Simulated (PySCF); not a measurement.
# C₆ coefficients of unlike pairs at TPSSh

Calculated with PySCF 2.14 from the dipole response of each species, C₆(A,B) = (3/π) ∫ α_A(iu) α_B(iu) du, in atomic units, from isotropic polarisabilities. For ions this is the dispersion term alone; charge-induced terms of lower order in 1/R come first.

| species | configuration | basis | relativity | α (bohr³) | C₆ (like pair) |
| --- | --- | --- | --- | --- | --- |
| Cu | [Ar] 3d10 4s1 (2S) | aug-cc-pVQZ-PP with ECP10MDF (7s7p6d4f3g2h) | core potential | 45.63 | 293.8 |
| Sn²⁺ | [Kr] 4d10 5s2 (1S) | aug-cc-pwCVTZ-DK3 with one added diffuse shell each of s, p, d, f type (11s10p8d5f1g) | spin-free X2C | 15.84 | 90.63 |
| Ba²⁺ | [Xe] (1S) | x2c-TZVPPall with one added diffuse shell each of s, p, d type (12s8p7d2f1g) | spin-free X2C | 10.52 | 76.67 |
| C³⁺ | [He] 2s1 (2S) | aug-cc-pV5Z (7s6p5d4f3g2h) | none | 3.220 | 2.658 |

(1) Estimate C₆ for C³⁺ with Sn²⁺.

No spin-orbit coupling is included.

The other pairs:

```csv
pair,C₆
"Ba²⁺, Cu",123.3
"Ba²⁺, Sn²⁺",80.98
"C³⁺, Cu",27.17
"C³⁺, Ba²⁺",12.90
"Sn²⁺, Cu",151.1
```

Answers

(1) The integral gives 15.16. The combination rule 2 C_A C_B / (C_A α_B/α_A + C_B α_A/α_B) gives 15.29 and the geometric mean 15.52.
